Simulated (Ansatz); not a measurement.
Two isomers of C2H7NOSi: A = `NC1CO[SiH2]1`, B = `C=N[SiH](C)O`.

Gas-phase electronic energies from Ansatz, PBE0-D4/def2-TZVP geometries. CCSD(T)/CBS is the MP2 limit (def2-TZVPP, def2-QZVPP) plus CCSD(T) − MP2 in def2-TZVPP, frozen cores. DFT in def2-TZVPP. B3LYP here is the variant with VWN-RPA as its local correlation; programs differ in this. One conformer a species, not always the lowest.

**Question.** Which is lower in electronic energy at CCSD(T)/CBS, and by how much? (Best estimate.)

**Answer.** Computed: B, by 171.5 kJ/mol.

**Question.** Give E(B) − E(A) in kJ/mol with MP2/def2-TZVPP, PBE-D4, LDA (SPW92), B2PLYP, HF/def2-TZVPP, B3LYP, CCSD(T)/def2-TZVPP. (Best estimate.)

**Answer.** Computed: MP2/def2-TZVPP -171.5, PBE-D4 -154.2, LDA (SPW92) -129.7, B2PLYP -178.3, HF/def2-TZVPP -190.5, B3LYP -178.8, CCSD(T)/def2-TZVPP -171.3. None reverses the order clearly.

**Question.** Does the order hold for the free energy at 298.15 K (harmonic terms from PBE0-D4)? (Best estimate.)

**Answer.** Computed: Yes: G(B) − G(A) = -184.4 kJ/mol, for one conformer each.

Largest T1 diagnostic: 0.012.

From PBE to PBE0 (25 % exact exchange), in def2-TZVPP and without D4, E(B) − E(A) moves by +3.5 kJ/mol. In def2-TZVPP, CCSD(T) changes the Hartree–Fock value by +19.1 kJ/mol (the triples alone add +0.4 kJ/mol) and MP2 by +19.0 kJ/mol.
